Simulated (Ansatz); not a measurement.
Gas-phase electronic energies from Ansatz, PBE0-D4/def2-TZVP geometries. CCSD(T)/CBS is the MP2 limit (def2-TZVPP, def2-QZVPP) plus CCSD(T) − MP2 in def2-TZVPP, frozen cores. This one scheme is used for every species. Functionals use def2-TZVPP. def2 core potentials past Kr. For Sn outer-core shells are correlated without core-valence functions, which leaves a few kJ/mol of doubt a bond. Each species was taken in one conformer, which may not be the lowest.

Consider the substitution at a C–Si bond: `C[SiH]1[CH2][SnH2]1` + `N=CS` → `C/N=C/S` + `[CH2]1[SiH2][SnH2]1`.

Problem. Is it downhill or uphill in electronic energy at CCSD(T)/CBS, and by how much? (An estimate is asked.)

Solution. Ansatz gave: Uphill: ΔE = +16.3 kcal/mol.

Problem. What do these levels give: r2SCAN-D4, ωB97M-V, B2PLYP, r2SCAN, HF/def2-TZVPP, CCSD(T)/def2-TZVPP? (Best estimate.)

Solution. Computed: r2SCAN-D4 16.5, ωB97M-V 16.5, B2PLYP 15.5, r2SCAN 16.4, HF/def2-TZVPP 13.8, CCSD(T)/def2-TZVPP 15.8 kcal/mol.

Largest T1 diagnostic among the species: 0.014.

In def2-TZVPP, CCSD(T) changes the Hartree–Fock value by +2.0 kcal/mol (the triples alone add +0.2 kcal/mol) and MP2 by +3.0 kcal/mol.
